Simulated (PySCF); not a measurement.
From one molecule to another.

First species: C4H3F3N2S2.
Atom-mapped SMILES: `[CH3:1][c:2]1[n:3][s:4][n:5][c:6]1[S:7][C:8]([F:9])([F:10])[F:11]` (hydrogens: H12, H13, H14 on C1)

Structure used (GFN2-xTB), in Å, numbered top down from 1:
```
atom  x, y, z in Å
C1    -2.1993   -0.8343   -0.5829
C2    -1.4055    0.2869   -0.0286
N3    -1.9348    1.4158    0.3753
S4    -0.7798    2.4138    0.9283
N5     0.4693    1.4114    0.6632
C6     0.0092    0.2979    0.1458
S7     1.0567   -1.0408   -0.2833
C8     2.6666   -0.2802    0.1495
F9     2.9129    0.8124   -0.5622
F10    3.6323   -1.1584   -0.1132
F11    2.7496    0.0327    1.4358
H12   -3.2117   -0.5004   -0.7881
H13   -1.7344   -1.2030   -1.4956
H14   -2.2318   -1.6542    0.1339
```

Second species: C₉H₆N₂.
SMILES: `N#CC1=CC2=CC=CN2C=C1`

Levels: PBE0/pcSseg-1 for dipole moment, HOMO energy, LUMO energy and HOMO–LUMO gap; GFN2-xTB for rotational constant A and rotational constant C. Geometries: GFN2-xTB. Each species is one conformer at its optimised geometry, gas phase, non-relativistic unless stated. Electronic properties by PySCF.

The conformers computed, where there is a choice (atom-mapped SMILES and torsion angles):
- `[CH3:1][c:2]1[n:3][s:4][n:5][c:6]1[S:7][C:8]([F:9])([F:10])[F:11]`: N5–C6–S7–C8 -2°, C6–S7–C8–F9 -61°

(1) Which has the higher dipole moment?

(2) Which has the higher rotational constant C?

(3) Which of the two has the higher HOMO energy, and by how much?

(4) Which has the higher HOMO–LUMO gap?

(5) Which of the two has the higher rotational constant A, and by how much?

(6) Which of the two has the higher LUMO energy, and by how much?

Results:

(1) The second: 5.13 D against 2.11 D, a difference of 3.02 D.

(2) The second: 0.625 GHz against 0.464 GHz, a difference of 0.161 GHz.

(3) The second: -6.18 eV against -7.38 eV, a difference of 1.20 eV.

(4) The first: 5.70 eV against 4.39 eV, a difference of 1.31 eV.

(5) The second: 3.484 GHz against 1.604 GHz, a difference of 1.880 GHz.

(6) The first: -1.68 eV against -1.79 eV, a difference of 0.11 eV.

On the first: In atomic units the dipole is 0.83 e·bohr (1 au = 2.5417 D).

On the second: In atomic units the dipole is 2.02 e·bohr (1 au = 2.5417 D). A dipole of 5.13 D is allowed in Cs, and pure rotational transitions are dipole-allowed.
